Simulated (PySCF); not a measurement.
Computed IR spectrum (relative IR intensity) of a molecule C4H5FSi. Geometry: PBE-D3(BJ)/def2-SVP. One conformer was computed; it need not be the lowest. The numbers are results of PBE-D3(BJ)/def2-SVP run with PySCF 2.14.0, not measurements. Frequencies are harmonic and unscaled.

ν (cm⁻¹): 537 (w), 603 (w), 612 (w), 631 (w), 660 (w), 680 (w), 775 (w), 779 (w), 868 (w), 890 (vs), 908 (w), 914 (w), 1087 (w), 1253 (m), 1623 (s), 2153 (vw), 2165 (m), 2168 (m), 2182 (m), 3404 (m) (against the strongest line: vs over 80 %, s over 45 %, m over 15 %, w over 4 %, vw less)

Which structure fits?
A) FC1=CC=C[SiH2]1
B) C#C/C(F)=C/[SiH3]
C) C#CC(=C)[SiH2]F
D) C=C(F)C#C[SiH3]

B, C#C/C(F)=C/[SiH3]
